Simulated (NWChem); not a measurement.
System: LaBrF2; SMILES [Br][La]([F])[F]

Here is an NWChem input.

```
start job
memory heap 200 mb stack 900 mb global 1100 mb
geometry units angstroms noautoz
  La    -0.087078    -0.595191     0.000000
  F      0.693299    -1.495992     1.768713
  F      0.693299    -1.495992    -1.768713
  Br    -0.109520     2.205580     0.000000
end
basis spherical
  * library def2-svp
end
ecp
  La library def2-ecp
end
dft
  xc bhlyp
  iterations 150
  vectors input atomic output neutral.movecs
end
task dft energy
charge 1
dft
  odft
  mult 2
  vectors input atomic output cation.movecs
end
task dft energy
```

Geometry: optimised at PBE-D3(BJ)/def2-SVP. def2 effective core potentials on La; no spin-orbit coupling.

Ions are spin-unrestricted doublets at the neutral geometry; other ion states weren't tried.

**Question.** Give the results of this calculation. (BHandHLYP/def2-SVP with def2 effective core potentials on La, vertical spin-unrestricted ions.) Quantities: vertical ionisation energy, ΔSCF (eV); −ε(HOMO) (eV).

**Answer.** 
```
Item                                   Result
-------------------------------------  ------
vertical ionisation energy, ΔSCF (eV)   10.32
−ε(HOMO) (eV)                            8.96
```
